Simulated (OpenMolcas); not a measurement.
## Ionisation energies of cobalt

```json
{
 "Program": "OpenMolcas",
 "Basis": "ANO-RCC-VTZP [6s5p3d2f1g]",
 "Scalar Hamiltonian": "DKH2, point nucleus",
 "Spin-orbit coupling": "state interaction with AMFI integrals over the reference wave functions, term energies averaged over their components"
}
```

Active shells in each charge state: the valence d, s shells, with orbitals averaged over the low states. Where CASPT2's correlated closed shells are named, they are those of the first ion.

A. CASSCF
B. MS-CASPT2, IPEA 0.25 Eh, imaginary shift 0.1 Eh (closed shells correlated: 3s 3p)
C. SS-CASPT2, IPEA 0.25 Eh, imaginary shift 0.1 Eh (closed shells correlated: 3s 3p)
D. MS-CASPT2, IPEA 0 Eh, imaginary shift 0.1 Eh (closed shells correlated: 3s 3p)
E. SS-CASPT2, IPEA 0.25 Eh, imaginary shift 0.1 Eh (closed shells correlated: 2s 2p 3s 3p)

Energies in eV between the lowest computed levels, named as in B; reference values from the NIST Atomic Spectra Database with their kind.

```tsv
From	To	A	B	C	D	E	Spin-orbit share in B	Reference
Co 3d7 4s2 4F 9/2	Co+ 3d7 4s 5F5	5.999	8.622	8.622	8.634	8.631	-0.008	7.881 (measured)
Co+ 3d7 4s 5F5	Co2+ 3d7 4F 9/2	15.969	16.771	16.771	16.837	16.773	-0.002	17.084 (measured)
```

Error against the reference values, in %:

```tsv
From	Reference	A	B	C	D	E
Co	measured	-23.9	+9.4	+9.4	+9.6	+9.5
Co+	measured	-6.5	-1.8	-1.8	-1.4	-1.8
```

Mean absolute error over the 2 measured values: A 1.50 eV, B 0.53 eV, C 0.53 eV, D 0.50 eV, E 0.53 eV.

The lowest level within the active space need not be the ion's true ground level.
